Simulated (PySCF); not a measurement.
## `C=CCCBr`, C4H7Br

Geometry (Å), atoms numbered from 1 in this order:
```xyz
12

C     1.955   -0.184   -0.499
C     0.977    0.021    0.370
C    -0.405   -0.533    0.239
C    -1.404    0.588    0.034
Br   -3.227   -0.086   -0.070
H     1.812   -0.801   -1.380
H     2.938    0.250   -0.358
H     1.164    0.648    1.241
H    -0.676   -1.090    1.142
H    -0.457   -1.229   -0.601
H    -1.226    1.121   -0.898
H    -1.398    1.298    0.860
```

Computed with TDDFT CAM-B3LYP/def2-TZVPD excited states, vertical, gas phase (PySCF). Geometry: PBE0-D3(BJ)/def2-TZVP.

The calculation is non-relativistic, which matters for the atoms heavier than Zn.

Task: How strongly do the lowest singlets absorb one photon, and two photons of half the energy?

Result: δ for parallel linear polarisation; σ at the peak of a Lorentzian of half width 0.1 eV, single beam; Ω is circular over linear.
| state | E (eV) | f | photon λ (nm) | δ (au) | σ (GM) | Ω | main |
| --- | --- | --- | --- | --- | --- | --- | --- |
| S1 | 6.11 | 0.003 | 406 | 4.65 | 0.06 | 1.21 | HOMO−1→LUMO 0.61, HOMO→LUMO 0.11 |
| S2 | 6.15 | 0.008 | 403 | 11.2 | 0.15 | 0.87 | HOMO−2→LUMO 0.31, HOMO→LUMO 0.31 |
| S3 | 7.01 | 0.213 | 354 | 81.3 | 1.46 | 0.43 | HOMO→LUMO 0.37, HOMO−2→LUMO 0.32 |
| S4 | 7.20 | 0.308 | 344 | 36.6 | 0.70 | 1.33 | HOMO→LUMO+1 0.51, HOMO→LUMO+2 0.13 |
| S5 | 7.38 | 0.051 | 336 | 39.2 | 0.78 | 1.43 | HOMO−1→LUMO+1 0.46, HOMO−1→LUMO+2 0.26 |
| S6 | 7.42 | 0.078 | 334 | 25.8 | 0.52 | 1.31 | HOMO−2→LUMO+1 0.33, HOMO→LUMO+2 0.20 |

Among these, the strongest one-photon state is S4, the strongest two-photon state S3, with a dipole change of 2.3 D (relaxed, norm of the difference vector).
